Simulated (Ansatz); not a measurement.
Program: Ansatz. Geometries: PBE0-D4/def2-TZVP. ΔE: electronic, gas phase. CCSD(T)/CBS is the MP2 limit (def2-TZVPP, def2-QZVPP) plus CCSD(T) − MP2 in def2-TZVPP, frozen cores. This one scheme is used for every species. DFT in def2-TZVPP. HSE06 is defined as in plane-wave codes. For Ge outer-core shells are correlated without core-valence functions, which leaves a few kJ/mol of doubt a bond. Scalar relativity is left out up to krypton. One conformer a species, not always the lowest.

Reaction (ligand exchange at a Ge–N bond): `C[NH][GeH]([Cl])[Cl]` + `N=C=O` → `O=C=[N][GeH]([Cl])[Cl]` + CH₃NH₂

(1) Is it downhill or uphill in electronic energy at CCSD(T)/CBS, and by how much? (Estimate.)

(2) What do these levels give: LDA (SPW92), HSE06-D4, BHLYP-D4, ωB97M-V, HSE06, CCSD/def2-SVP? (Estimate.)

(3) What do rigid-rotor, harmonic-oscillator terms from PBE0-D4/def2-TZVP frequencies (298.15 K, 1 bar) make of the CCSD(T)/CBS value? (An estimate is asked.)

Largest T1 diagnostic among the species: 0.018.

## Answers

(1) Computed: Downhill: ΔE = -20.7 kJ/mol.

(2) Computed: LDA (SPW92) -10.2, HSE06-D4 -21.4, BHLYP-D4 -26.5, ωB97M-V -21.6, HSE06 -22.5, CCSD/def2-SVP -26.0 kJ/mol.

(3) Computed: ΔZPE = +5.4 kJ/mol, ΔH = -15.7 kJ/mol, ΔS = 10 J/(mol·K), ΔG = -18.8 kJ/mol. Modes under 50 cm⁻¹ make the entropy rough.

From r2SCAN to r2SCAN0 (25 % exact exchange), in def2-TZVPP and without D4, ΔE moves by −3.3 kJ/mol. Leaving LDA and LC-ωPBE aside and taking each functional with its dispersion term where it has one, the values, not all of them listed here, spread over 9.8 kJ/mol, from BHLYP-D4 to PBE-D4. LDA lies +8.0 kJ/mol from PBE without D4. In def2-TZVPP, CCSD(T) changes the Hartree–Fock value by +13.6 kJ/mol (the triples alone add +1.6 kJ/mol) and MP2 by +13.0 kJ/mol.
